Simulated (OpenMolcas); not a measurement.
Computed levels of 4f⁴ in ions with 58 electrons, in cm-1 above ⁵I₄.

```yaml
Program: OpenMolcas 26.06
Method: SS-CASPT2, IPEA 0.25 Eh, imaginary shift 0.1 Eh
Basis: ANO-RCC-VTZP
Scalar_Hamiltonian: DKH2, point nucleus
Spin-orbit_coupling: RASSI with atomic mean-field integrals over the reference wave functions, term energies averaged over their components
```

Active space for each ion: 4 electrons in 7 orbitals (4f); closed shells correlated by CASPT2: 5s 5p.

| Level | Nd2+ | Sm4+ |
| --- | --- | --- |
| ⁵I₅ | 1231 | 2040 |
| ⁵I₆ | 2590 | 4270 |
| ⁵I₇ | 4030 | 6600 |
| ⁵I₈ | 5530 | 8990 |
| ⁵F₁ | 11870 | 16250 |
| ⁵F₂ | 12250 | 16830 |
| ⁵F₃ | 12960 | 18010 |
| ⁵F₄ | 13740 | 19260 |
| ⁵S₂ | 14030 | 18970 |

**Question.** Estimate ⁵I₈, ⁵F₁, ⁵F₂ for Pm3+ from its neighbours Nd2+ and Sm4+.

**Answer.** ⁵I₈ is fine structure, which grows about as the fourth power of a screened charge, so the fourth roots are averaged: ((5530^0.25 + 8990^0.25) / 2)^4 = 7103. The calculation gives 7180, so the estimate is off by -1.1 %.
⁵F₁ is another term, which grows about linearly with the charge: (11870 + 16250) / 2 = 14060. The calculation gives 13980, so the estimate is off by +0.6 %.
⁵F₂ is another term, which grows about linearly with the charge: (12250 + 16830) / 2 = 14540. The calculation gives 14470, so the estimate is off by +0.5 %.

CASPT2 breaks the degeneracy within a term, and the mean is taken; among the terms shown or strongly mixed into the levels shown the widest spread is 1000 cm-1 (4f⁴ ⁵I, Nd2+). Over all roots computed the reference weight is 0.83 to 0.90 in Nd2+; the roots of lowest weight are the least certain, and an intruder state may touch them. High states are left out of the spin-orbit mixing, which shifts the levels that they would mix with. The CASPT2 spread within a term exceeds the gap to the next term for 4f⁴ ⁵F and 4f⁴ ⁵S, so the order of their levels is uncertain, and so are names and mixing where such terms share a J (holds for Pm3+). Levels of configurations outside the active space are missing.
